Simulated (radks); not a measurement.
Values are calculated unless marked as measured or tabulated.
The gadolinium ion Gd+ inside a hard spherical wall (all orbitals vanish at R), configuration held at [Xe] 4f7 5d1 6s1 and not refilled when levels cross. Level of theory: scalar-relativistic Kohn-Sham, PBE, spin-polarised, spherical densities, point nucleus; open shells are filled with parallel spins first (a radial shooting solver on a logarithmic mesh with Libxc functionals). Eigenvalues in eV for spin up, with the zero of energy where the potential of the charges vanishes at infinity; a dash marks a level that is unbound or too diffuse for the functional's potential to be trusted. A positive occupied level is held by the wall or, in an anion where self-interaction has pushed it up, behind a barrier. The pressure on the wall is -dE/dV.

R (bohr)  E (hartree)  kinetic (hartree)    e(5p)    e(4f)   e(6s)   e(5d)  e(6p, empty)  e(7s, empty)  pressure (GPa)
free      -11271.2598          12104.149  -34.518  -16.771  -9.797  -9.030        -6.089             -               0
10        -11271.2595          12104.151  -34.502  -16.755  -9.783  -9.017        -6.025        -1.883         0.00718
8         -11271.2565          12104.179  -34.377  -16.624  -9.650  -8.907        -5.650         0.799           0.151
7         -11271.2485          12104.236  -34.152  -16.387  -9.358  -8.699        -5.008         4.007           0.662
3         -11269.1281          12113.404  -22.374   -2.813  29.597   8.331        47.017        134.84             971
2.5       -11265.7996          12126.622   -9.856    9.829  72.100  26.188        96.331        236.52            4120
2         -11255.0899          12164.885   24.122   37.709  176.60  71.489        211.44        457.24           22200
